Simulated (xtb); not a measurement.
H$_{4}$HfO$_{4}$, charge -1, doublet, from a rough starting geometry (GFN-xTB shapes and energies of metal compounds can be far from the true ones) (the multiplicity is a formal guess); GFN2-xTB (xtb 6.7.1).

Here is a job for xtb.
```
$ xtb mol.xyz --gfn 2 --chrg -1 --uhf 1 --opt vtight --json

# file mol.xyz
9

Hf     0.05193920    -0.20276986    -0.08140323
O      1.53860773    -0.43723896    -1.06358641
H      2.18260546     0.30362014    -1.10013638
O      0.43650009    -0.01776780     1.75471369
H      0.38583949     0.95082547     2.03086833
O     -0.56394718     1.43220648    -0.65599154
H     -1.04198956     1.44506292    -1.41580034
O     -1.29879377    -1.53341738    -0.19296178
H     -1.51282902    -1.91493344     0.67717825
```

What the program printed (banner, timings and long lists left out):

```
   ID    Z sym.   atoms
    1   72 Hf     1
    2    8 O      2, 4, 6, 8
    3    1 H      3, 5, 7, 9

           -------------------------------------------------
          |                Calculation Setup                |
           -------------------------------------------------

molecular fragmentation (1/2 indicates fragments):
111111122
# atoms in fragment 1/2:     7     2
 fragment masses (1/2) :      229.51       17.01
CMA distance (Bohr)    :   3.925
constraining FC (au)   :  0.0500

           -------------------------------------------------
          |                 G F N 2 - x T B                 |
           -------------------------------------------------

          ...................................................
          :                      SETUP                      :
          :.................................................:
          :  # basis functions                  30          :
          :  # atomic orbitals                  29          :
          :  # shells                           15          :
          :  # electrons                        33          :
          :  max. iterations                   250          :
          :  Hamiltonian                  GFN2-xTB          :
          :  restarted?                      false          :
          :  GBSA solvation                  false          :
          :  PC potential                    false          :
          :  electronic temp.          300.0000000     K    :
          :  accuracy                    1.0000000          :
          :  -> integral cutoff          0.2500000E+02      :
          :  -> integral neglect         0.1000000E-07      :
          :  -> SCF convergence          0.1000000E-05 Eh   :
          :  -> wf. convergence          0.1000000E-03 e    :
          :  Broyden damping             0.4000000          :
          :  net charge                         -1          :
          :  unpaired electrons                  1          :
          ...................................................

 iter      E             dE          RMSdq      gap      omega  full diag
   1     -8.1685734 -0.816857E+01  0.286E+01    0.31       0.0  T
   2    -16.4382358 -0.826966E+01  0.194E+01    1.95       1.0  T
   3    -19.0992023 -0.266097E+01  0.116E+01    0.23       1.0  T
   4    -19.3376092 -0.238407E+00  0.103E+01    0.22       1.0  T
   5    -20.1313727 -0.793763E+00  0.359E+00    0.27       1.0  T
   6    -20.0461719  0.852008E-01  0.342E+00    0.27       1.0  T
   7    -20.0251703  0.210016E-01  0.295E+00    0.34       1.0  T
   8    -20.1124391 -0.872688E-01  0.170E+00    0.32       1.0  T
   9    -20.1597202 -0.472811E-01  0.560E-01    0.30       1.0  T
  10    -20.1547581  0.496213E-02  0.781E-01    0.30       1.0  T
  11    -20.1614726 -0.671448E-02  0.848E-02    0.30       1.0  T
  12    -20.1615169 -0.442695E-04  0.383E-02    0.30       1.0  T
  13    -20.1615174 -0.498950E-06  0.214E-02    0.30       1.6  T
  14    -20.1615201 -0.272529E-05  0.166E-02    0.30       2.0  T
  15    -20.1615233 -0.324273E-05  0.350E-03    0.30       9.5  T
  16    -20.1615234 -0.592343E-07  0.898E-04    0.30      37.1  T
  17    -20.1615234 -0.119024E-07  0.194E-04    0.30     172.2  T

   *** convergence criteria satisfied after 17 iterations ***

         :::::::::::::::::::::::::::::::::::::::::::::::::::::
         ::                     SUMMARY                     ::
         :::::::::::::::::::::::::::::::::::::::::::::::::::::
         :: total energy             -20.055649535396 Eh    ::
         :: gradient norm              0.129285921760 Eh/a0 ::
         :: HOMO-LUMO gap              0.302558309821 eV    ::
         ::.................................................::
         :: SCC energy               -20.161516732349 Eh    ::
         :: -> isotropic ES            0.307644931009 Eh    ::
         :: -> anisotropic ES         -0.009290495136 Eh    ::
[...]
 * total energy  :   -20.0883946 Eh     change       -0.3141247E-03 Eh
 * total energy  :   -20.0885096 Eh     change       -0.1149656E-03 Eh
 * total energy  :   -20.0886313 Eh     change       -0.1216602E-03 Eh
 * total energy  :   -20.0887273 Eh     change       -0.9606710E-04 Eh
 * total energy  :   -20.0888182 Eh     change       -0.9088034E-04 Eh
 * total energy  :   -20.0888803 Eh     change       -0.6211374E-04 Eh
 * total energy  :   -20.0889161 Eh     change       -0.3574590E-04 Eh
 * total energy  :   -20.0889287 Eh     change       -0.1264343E-04 Eh
 * total energy  :   -20.0889338 Eh     change       -0.5138770E-05 Eh
 * total energy  :   -20.0889339 Eh     change       -0.2276498E-07 Eh
 * total energy  :   -20.0889346 Eh     change       -0.7269937E-06 Eh
 * total energy  :   -20.0889347 Eh     change       -0.7668066E-07 Eh
   *** GEOMETRY OPTIMIZATION CONVERGED AFTER 55 ITERATIONS ***
         :: total energy             -20.088934672094 Eh    ::
[...]
        13        2.0000           -0.2231592              -6.0725
        14        2.0000           -0.2215273              -6.0281
        15        2.0000           -0.2197746              -5.9804
        16        2.0000           -0.2197710              -5.9803
        17        1.0000           -0.0888440              -2.4176 (HOMO)
        18                         -0.0576543              -1.5689 (LUMO)
        19                         -0.0523648              -1.4249
        20                         -0.0523606              -1.4248
        21                          0.0486418               1.3236
        22                          0.2106856               5.7330
        23                          0.2369278               6.4471
        24                          0.2770068               7.5377
        25                          0.2770678               7.5394
        26                          0.4187555              11.3949
        27                          0.5956191              16.2076
        28                          1.1174023              30.4061
        29                          1.1176388              30.4125
      -------------------------------------------------------------
                  HL-Gap            0.0311897 Eh            0.8487 eV
             Fermi-level           -0.1137801 Eh           -3.0961 eV

     #   Z          covCN         q      C6AA      α(0)
     1  72 Hf       4.755     0.654   147.902    17.743
     2   8 O        1.503    -0.687    27.474     7.068
     3   1 H        1.296     0.273     0.788     1.386
     4   8 O        1.503    -0.687    27.474     7.068
     5   1 H        1.296     0.273     0.788     1.386
     6   8 O        1.503    -0.687    27.474     7.068
     7   1 H        1.296     0.273     0.788     1.386
     8   8 O        1.503    -0.687    27.474     7.068
     9   1 H        1.296     0.273     0.788     1.386

 Mol. C6AA /au·bohr⁶  :       1340.543833
 Mol. C8AA /au·bohr⁸  :      77900.157056
 Mol. α(0) /au        :         51.560467

Wiberg/Mayer (AO) data.
largest (>0.10) Wiberg bond orders for each atom

 ---------------------------------------------------------------------------
     #   Z sym  total        # sym  WBO       # sym  WBO       # sym  WBO
 ---------------------------------------------------------------------------
     1  72 Hf   3.458 --     2 O    0.826     4 O    0.826     6 O    0.826
                             8 O    0.826
     2   8 O    1.885 --     3 H    0.880     1 Hf   0.826
     3   1 H    0.925 --     2 O    0.880
     4   8 O    1.885 --     5 H    0.880     1 Hf   0.826
     5   1 H    0.925 --     4 O    0.880
     6   8 O    1.885 --     7 H    0.880     1 Hf   0.826
     7   1 H    0.925 --     6 O    0.880
     8   8 O    1.885 --     9 H    0.880     1 Hf   0.826
     9   1 H    0.925 --     8 O    0.880
 ---------------------------------------------------------------------------

Topologies differ in total number of bonds
Writing topology from bond orders to xtbtopo.mol

molecular dipole:
                 x           y           z       tot (Debye)
 q only:       -0.037      -0.004       0.010
   full:       -0.037      -0.004       0.010       0.098
molecular quadrupole (traceless):
                xx          xy          yy          xz          yz          zz
 q only:       -1.800      -2.289       2.960      -1.200       2.980      -1.160
  q+dip:       -1.904      -2.423       3.131      -1.271       3.155      -1.227
   full:       -1.467      -1.864       2.408      -0.980       2.434      -0.940

optimized geometry written to: xtbopt.xyz

           -------------------------------------------------
          | TOTAL ENERGY              -20.088934672094 Eh   |
          | GRADIENT NORM               0.000168988473 Eh/α |
          | HOMO-LUMO GAP               0.848715666675 eV   |
           -------------------------------------------------

normal termination of xtb
```
